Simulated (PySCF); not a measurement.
Species: `CS/C(=C/F)[C@H](C)C(F)F`. The columns A, B, C and D hold Mulliken, IAO, Hirshfeld and ESP-fitted charges (e) of one PBE0/pcSseg-1 density (PySCF), in a shuffled order. Coordinates in Å (GFN2-xTB); the density's dipole moment is (0.65, 0.29, -0.70) D.

```
atom       x       y       z       A       B       C       D
  C1   2.579  -0.896   0.089  -0.399  -0.392  -0.508  -0.119
  S2   2.129   0.816  -0.354  -0.145  +0.054  +0.132  +0.013
  C3   0.418   0.866   0.100  -0.228  -0.436  -0.161  -0.038
  C4   0.027   1.932   0.789  +0.170  +0.360  +0.118  +0.029
  F5  -1.260   2.152   1.116  -0.188  -0.280  -0.273  -0.066
  C6  -0.502  -0.224  -0.388  +0.185  -0.342  -0.141  -0.046
  C7  -1.518   0.312  -1.399  -0.472  -0.184  -0.419  -0.121
  C8  -1.229  -0.868   0.794  +0.196  +0.603  +0.448  +0.145
  F9  -0.337  -1.331   1.709  -0.193  -0.304  -0.310  -0.101
 F10  -1.929  -1.951   0.382  -0.201  -0.302  -0.306  -0.101
 H11   2.112  -1.155   1.033  +0.143  +0.170  +0.172  +0.041
 H12   2.288  -1.585  -0.698  +0.146  +0.155  +0.153  +0.045
 H13   3.659  -0.898   0.194  +0.207  +0.159  +0.172  +0.055
 H14   0.681   2.720   1.126  +0.115  +0.114  +0.167  +0.057
 H15   0.089  -1.011  -0.865  +0.116  +0.138  +0.153  +0.042
 H16  -2.142   1.080  -0.949  +0.155  +0.127  +0.148  +0.036
 H17  -2.155  -0.498  -1.747  +0.122  +0.130  +0.152  +0.042
 H18  -0.997   0.740  -2.251  +0.141  +0.130  +0.155  +0.045
 H19  -1.923  -0.192   1.311  +0.128  +0.103  +0.147  +0.040
```

Q: Which column most likely holds the ESP-fitted charges?

A: A. Σ q r misses the density's dipole by 0.06 D (A), 0.63 D (D), 1.50 D (B), 2.78 D (C). Charges fitted to the outside potential are the only set here that is tied to the molecule's multipoles.

Q: And the Hirshfeld charges?

A: D. The mean sizes are 0.062 e (D), 0.192 e (A), 0.223 e (C), 0.236 e (B), and Hirshfeld charges are commonly the smallest of these schemes.

As computed, A = ESP-fitted, B = Mulliken, C = IAO, D = Hirshfeld. Hydrogens on carbon: ESP-fitted +0.11 to +0.21, Mulliken +0.10 to +0.17, IAO +0.15 to +0.17, Hirshfeld +0.04 to +0.06 e.

The ESP scheme fits charges at the nuclei, held to the total charge, to the electrostatic potential on points at 1.4 to 2.0 times the van der Waals radii. The IAO scheme projects the occupied orbitals on a minimal set of polarised atomic orbitals and counts the electrons in each atom's part of it.

The structure is a single GFN2-xTB conformer in the gas phase; no vibrational or solvent corrections.

The values belong to the conformer `[CH3:1][S:2]/[C:3](=[CH:4]/[F:5])[C@H:6]([CH3:7])[CH:8]([F:9])[F:10]`: C1–S2–C3–C4 134°, S2–C3–C6–C7 -112°, C3–C6–C8–F9 -56°.
